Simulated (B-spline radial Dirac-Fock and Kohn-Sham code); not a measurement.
# Diagram lines of Au¹⁹⁺

System: gold as Au¹⁹⁺, configuration [Kr] 4d10 4f12 5s2 (tabulated as the ground configuration, which this calculation does not bear out).

The run's input, task.json:

```json
{"items": [{
  "Z": 79,
  "q": 19,
  "cfg": [[1, 0, 2], [2, 0, 2], [2, 1, 6], [3, 0, 2], [3, 1, 6], [3, 2, 10], [4, 0, 2], [4, 1, 6], [4, 2, 10], [4, 3, 12], [5, 0, 2]],
  "A": 197,
  "rrms": 5.4371,
  "do": ["binding"]
}]}
```

Run with: `python xray_run.py task.json out`

These are calculated numbers from an atomic code on a B-spline grid; the model is Dirac-Fock ΔSCF + Breit + QED. A line energy is the difference of two single-hole energies; the list is a selection of electric-dipole transitions between resolved j subshells. Electron correlation is not included.

| line | energy (keV) | wavelength (Å) |
| --- | --- | --- |
| K-N3 | 80.204 | 0.15459 |
| K-N2 | 80.103 | 0.15478 |
| K-M3 | 77.983 | 0.15899 |
| K-M2 | 77.577 | 0.15982 |
| K-L3 | 68.805 | 0.18020 |
| K-L2 | 66.990 | 0.18508 |
| L1-N3 | 13.841 | 0.89579 |
| L1-N2 | 13.740 | 0.90234 |
| L2-N4 | 13.410 | 0.92453 |
| L2-N1 | 12.992 | 0.95428 |
| L3-O1 | 11.906 | 1.0414 |
| L1-M3 | 11.620 | 1.0670 |
| L3-N5 | 11.614 | 1.0675 |
| L3-N4 | 11.595 | 1.0693 |
| L2-M4 | 11.449 | 1.0829 |
| L1-M2 | 11.214 | 1.1056 |
| L3-N1 | 11.177 | 1.1093 |
| L2-M1 | 10.308 | 1.2028 |
| L3-M5 | 9.7192 | 1.2757 |
| L3-M4 | 9.6335 | 1.2870 |
